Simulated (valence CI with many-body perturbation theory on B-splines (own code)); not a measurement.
Values are calculated unless marked as measured or tabulated.
**Bi50+: magnetic and hyperfine properties of the levels**

Method: relativistic CI+MBPT: five valence electrons over a frozen Dirac-Fock core [Ar] 3d10, a basis of 11 s, 11 p, 10 d, 8 f, 5 g, 2 h functions for each j, with the one-electron correlation potential Σ1, the two-electron term Σ2, the three-electron term Σ3, Breit, model QED; selected CI, second order for the rest, scaled by the run's own slope (own B-spline code, finite nucleus).

No measured spectrum was set against this ion. As an estimate, large intervals hold to a few tenths of a per cent, small ones and those within an open d or f shell to about a per cent. Among the levels kept, up to 2000 cm⁻¹ of a level comes from second order outside the variational space, and about a tenth of that is noise between levels of different J, which matters for small intervals.

A/g_I is the dipole constant over the nuclear g factor μ/I (μ in nuclear magnetons, uniformly magnetised nucleus), B/Q the quadrupole constant per barn. Both hold the static response of the core; the bare values leave it out. Large factors of s and p1/2 electrons are usually good to 5 to 10 %; those of open d and f shells near neutrality can be off by tens of per cent, and small factors of p3/2, d and f electrons come from cancelling terms and can be off by a factor of two or in sign, in half-filled shells by more. B is blank for J = 1/2, where it vanishes, and for nearly pure S terms. Energies count from the lowest level.

Levels are named by their leading jj configuration (3d3/2^4 stands for four electrons in 3d with j = 3/2), which in mixed levels can hold well under half, so a name can repeat and another be missing. Letters in brackets count levels of one name in rising energy.

| Level | E (eV) | g | A/g_I (MHz) | A/g_I bare | B/Q (MHz/b) | B/Q bare |
| --- | --- | --- | --- | --- | --- | --- |
| (4s^2 4p1/2^2 4p3/2) J=3/2 | 0.00 | 1.349 | 89300 | 86000 | 180000 | 175000 |
| (4s^2 4p1/2 4p3/2^2) J=3/2 | 169.47 | 1.458 | -82400 | -81000 | 15000 | 14500 |
| (4s^2 4p1/2 4p3/2^2) J=5/2 | 175.86 | 1.193 | 266000 | 258000 | -340 | -309 |
| (4s^2 4p1/2 4p3/2^2) J=1/2 | 184.00 | 0.656 | 963000 | 936000 |  |  |
| (4s^2 4p1/2^2 4d3/2) J=3/2 | 186.57 | 0.784 | 45100 | 45300 | 30700 | 30400 |
| (4s^2 4p1/2^2 4d5/2) J=5/2 | 231.56 | 1.207 | 28100 | 28200 | 20500 | 20500 |
| (4s 4p1/2^2 4p3/2^2) J=5/2 | 292.28 | 1.465 | 619000 | 601000 | 44600 | 43300 |
| (4s 4p1/2^2 4p3/2^2) J=1/2 | 309.83 | 2.069 | 2740000 | 2660000 |  |  |
| (4s 4p1/2^2 4p3/2^2) J=3/2 | 311.81 | 1.176 | -424000 | -412000 | -30000 | -29200 |
| (4s^2 4p3/2^3) J=3/2 | 354.65 | 1.310 | 93000 | 89600 | -195000 | -190000 |
| (4s^2 4p1/2 4p3/2 4d3/2) J=5/2 [a] | 354.99 | 0.960 | 199000 | 194000 | -21300 | -20400 |
| (4s^2 4p1/2 4p3/2 4d3/2) J=3/2 [a] | 355.76 | 0.904 | 182000 | 178000 | -111000 | -108000 |
| (4s^2 4p1/2 4p3/2 4d3/2) J=1/2 [a] | 355.91 | 0.192 | 394000 | 386000 |  |  |
| (4s^2 4p1/2 4p3/2 4d3/2) J=7/2 | 361.56 | 1.031 | 195000 | 190000 | 196000 | 191000 |
| (4s^2 4p1/2 4p3/2 4d3/2) J=5/2 [b] | 378.86 | 1.174 | -1720 | -1380 | 184000 | 179000 |
| (4s^2 4p1/2 4p3/2 4d3/2) J=3/2 [b] | 380.84 | 1.197 | 35000 | 33900 | 15800 | 15100 |
| (4s^2 4p1/2 4p3/2 4d3/2) J=1/2 [b] | 381.94 | 1.704 | 426000 | 412000 |  |  |
| (4s^2 4p1/2 4p3/2 4d5/2) J=7/2 [a] | 392.06 | 1.309 | -56300 | -54400 | 202000 | 196000 |
| (4s^2 4p1/2 4p3/2 4d5/2) J=3/2 [a] | 398.73 | 1.363 | -131000 | -127000 | -73200 | -71000 |
| (4s^2 4p1/2 4p3/2 4d5/2) J=9/2 | 399.31 | 1.188 | 146000 | 143000 | 197000 | 192000 |
| (4s^2 4p1/2 4p3/2 4d5/2) J=5/2 [a] | 401.30 | 1.128 | 214000 | 209000 | -136000 | -132000 |
| (4s^2 4p1/2 4p3/2 4d5/2) J=5/2 [b] | 414.70 | 1.269 | -64300 | -62100 | 15900 | 15800 |
| (4s^2 4p1/2 4p3/2 4d5/2) J=7/2 [b] | 415.38 | 1.124 | 170000 | 166000 | 1600 | 1980 |
| (4s^2 4p1/2 4p3/2 4d5/2) J=3/2 [b] | 418.40 | 0.933 | 287000 | 281000 | 21300 | 20800 |
| (4s^2 4p1/2 4p3/2 4d5/2) J=1/2 | 420.14 | 1.218 | -330000 | -318000 |  |  |
| (4s^2 4p1/2^2 4f5/2) J=5/2 | 437.86 | 0.848 | -4140 | -2890 | 4920 | 3950 |
| (4s^2 4p1/2^2 4f7/2) J=7/2 | 451.19 | 1.142 | 20700 | 21000 | 1810 | 438 |
| (4s 4p1/2 4p3/2^3) J=3/2 [a] | 468.83 | 1.532 | 513000 | 498000 | -160000 | -156000 |
| (4s 4p1/2^2 4p3/2 4d3/2) J=5/2 [a] | 475.51 | 1.270 | 478000 | 465000 | 52400 | 50800 |
| (4s 4p1/2^2 4p3/2 4d3/2) J=3/2 [a] | 476.27 | 1.290 | 293000 | 284000 | -2140 | -2400 |
| (4s 4p1/2^2 4p3/2 4d3/2) J=1/2 [a] | 476.48 | 2.410 | 1520000 | 1470000 |  |  |
| (4s 4p1/2 4p3/2^3) J=5/2 | 478.75 | 1.299 | 779000 | 756000 | -220000 | -214000 |
| (4s 4p1/2^2 4p3/2 4d3/2) J=7/2 | 481.98 | 1.266 | 440000 | 428000 | 174000 | 170000 |
| (4s 4p1/2 4p3/2^3) J=1/2 | 491.13 | 1.359 | -1000000 | -971000 |  |  |
| (4s 4p1/2^2 4p3/2 4d3/2) J=3/2 [b] | 492.00 | 0.999 | 180000 | 176000 | -102000 | -99200 |
| (4s 4p1/2 4p3/2^3) J=3/2 [b] | 492.39 | 1.086 | 139000 | 135000 | -26100 | -25300 |
| (4s 4p1/2^2 4p3/2 4d3/2) J=1/2 [b] | 500.25 | 0.547 | 417000 | 406000 |  |  |
| (4s 4p1/2^2 4p3/2 4d3/2) J=5/2 [b] | 501.05 | 0.916 | -172000 | -166000 | 124000 | 121000 |
| (4s 4p1/2^2 4p3/2 4d5/2) J=9/2 | 511.52 | 1.352 | 355000 | 345000 | 198000 | 193000 |
| (4s 4p1/2^2 4p3/2 4d5/2) J=5/2 [a] | 522.29 | 1.382 | 547000 | 532000 | -103000 | -99600 |

(1) Take the isotope of mass number 209, with I = 9/2, μ = 4.092 μN, leaving out the quadrupole term. What is the hyperfine structure of (4s^2 4p1/2^2 4d5/2) J=5/2?

Answers

(1) From the table A = 25500 MHz. Shifts from the centre of gravity in MHz: F = 2: -351000, F = 3: -274000, F = 4: -172000, F = 5: -44600, F = 6: 108000, F = 7: 287000.
